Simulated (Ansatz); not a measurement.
`C#Cc1ccc(C#Cc2ccc(C#Cc3ccc(C#Cc4ccccc4)cc3)cc2)cc1` with charge +1. The state is a doublet with charge 1. Geometry PBE-D4/def2-SVP, that of the neutral singlet; atoms count from 1.

```xyz
50

C    -4.395   -2.402   12.924
C    -4.006   -2.190   11.781
C    -3.553   -1.943   10.450
C    -2.188   -2.110   10.107
C    -1.745   -1.869    8.807
C    -2.652   -1.451    7.798
C    -2.200   -1.204    6.468
C    -1.808   -0.991    5.320
C    -1.356   -0.744    3.990
C    -1.351   -1.781    3.022
C    -0.908   -1.539    1.721
C    -0.454   -0.251    1.337
C    -0.002   -0.004    0.008
C     0.388    0.210   -1.141
C     0.840    0.458   -2.471
C     2.202    0.269   -2.821
C     2.643    0.512   -4.122
C     1.742    0.953   -5.124
C     2.194    1.201   -6.454
C     2.584    1.414   -7.603
C     3.037    1.663   -8.934
C     3.018    0.632   -9.907
C     3.464    0.881  -11.210
C     3.934    2.156  -11.568
C     3.957    3.184  -10.611
C     3.514    2.946   -9.305
C     0.380    1.143   -4.773
C    -0.062    0.900   -3.473
C    -0.459    0.785    2.306
C    -0.901    0.544    3.606
C    -4.019   -1.285    8.142
C    -4.460   -1.526    9.443
H    -4.737   -2.589   13.932
H    -1.477   -2.433   10.882
H    -0.685   -2.001    8.549
H    -1.701   -2.783    3.310
H    -0.908   -2.349    0.977
H     2.908   -0.074   -2.051
H     3.701    0.361   -4.384
H     2.650   -0.365   -9.622
H     3.443    0.072  -11.956
H     4.282    2.348  -12.594
H     4.323    4.185  -10.887
H     3.529    3.748   -8.553
H    -0.327    1.484   -5.544
H    -1.120    1.049   -3.211
H    -0.108    1.787    2.017
H    -0.901    1.353    4.351
H    -4.729   -0.962    7.367
H    -5.522   -1.394    9.700
```

Single mean-field runs in def2-TZVP are fitted with def2-universal-jkfit.

(1) Estimate the Mulliken populations of the heavy atoms from the PBE0/def2-TZVP orbitals of Ansatz.

(2) Where does the spin sit?

(3) And the Mayer bond orders between heavy atoms (over 0.3)?

Results:

(1) 
```csv
atom,charge (e),spin (α − β)
C1,-0.04,0.13
C2,0.03,-0.03
C3,0.02,0.10
C4,-0.17,0.00
C5,-0.17,0.01
C6,0.02,0.09
C7,0.13,-0.02
C8,0.14,0.12
C9,0.01,0.00
C10,-0.18,0.00
C11,-0.18,0.01
C12,0.01,-0.01
C13,0.16,0.16
C14,0.12,-0.03
C15,0.03,0.13
C16,-0.17,0.00
C17,-0.16,0.01
C18,0.02,0.13
C19,0.08,-0.02
C20,0.21,0.18
C21,0.03,-0.01
C22,-0.18,0.01
C23,-0.14,0.00
C24,-0.08,0.01
C25,-0.14,0.00
C26,-0.18,0.01
C27,-0.16,0.01
C28,-0.17,0.00
C29,-0.18,0.01
C30,-0.18,0.00
C31,-0.17,0.01
C32,-0.17,0.00
```
Mulliken values depend strongly on the basis.

(2) Summed by element: C 1.01, H -0.01, of 1 unpaired in all. Largest on single atoms: C20 0.18, C13 0.16, C15 0.13.

(3) C1–C2 2.60 (1.23 Å); C2–C3 1.18 (1.43 Å); C3–C4 1.30 (1.42 Å); C3–C32 1.30 (1.42 Å); C4–C5 1.48 (1.39 Å); C5–C6 1.29 (1.42 Å); C6–C7 1.14 (1.43 Å); C6–C31 1.29 (1.42 Å); C7–C8 2.55 (1.23 Å); C8–C9 1.12 (1.43 Å); C9–C10 1.33 (1.42 Å); C9–C30 1.33 (1.42 Å); C10–C11 1.46 (1.39 Å); C11–C12 1.32 (1.42 Å); C12–C13 1.12 (1.43 Å); C12–C29 1.32 (1.42 Å); C13–C14 2.52 (1.23 Å); C14–C15 1.16 (1.43 Å); C15–C16 1.28 (1.42 Å); C15–C28 1.28 (1.42 Å); C16–C17 1.50 (1.39 Å); C17–C18 1.28 (1.42 Å); C18–C19 1.16 (1.43 Å); C18–C27 1.28 (1.42 Å); C19–C20 2.47 (1.23 Å); C20–C21 1.09 (1.43 Å); C21–C22 1.34 (1.42 Å); C21–C26 1.34 (1.42 Å); C22–C23 1.47 (1.40 Å); C23–C24 1.41 (1.40 Å); C24–C25 1.41 (1.40 Å); C25–C26 1.47 (1.40 Å); C27–C28 1.50 (1.39 Å); C29–C30 1.46 (1.39 Å); C31–C32 1.48 (1.39 Å).
